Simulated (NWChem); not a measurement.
## Basis-set convergence for FISn

```xyz
3

Sn    -0.9356    -0.8988     0.0000
F      0.3601    -2.3749     0.0000
I      0.8215     1.2512     0.0000
```
Charge 0, spin multiplicity 1.

All runs are NWChem calculations. Structure: optimised with B3LYP/def2-SVP with def2 effective core potentials on Sn, I, a minimum by its harmonic frequencies.

Quantity: dipole moment at the level PBE.

Effective core potentials replace the inner electrons of Sn, I; spin-orbit coupling is left out. The structure started from a generated list of species.

Costs are rough ratios of processor time within this set of runs, SCF included, with def2-SVP as 1.

```tsv
basis	functions	dipole moment (D)	relative cost
def2-SVP	66	3.03	1
def2-SVPD	90	3.12	under 3
def2-TZVPP	131	3.12	3
def2-TZVP	131	3.12	3
def2-TZVPD	155	3.11	5
def2-QZVP	221	3.09	40
```

Smallest basis within 0.1 D of def2-QZVP, the largest set run: def2-SVP, with 66 functions against 221 and about 3 % of the time (also within reach: def2-SVPD, def2-TZVPP, def2-TZVP, def2-TZVPD). def2-QZVP isn't the basis-set limit itself, and a small set can land close by cancellation.
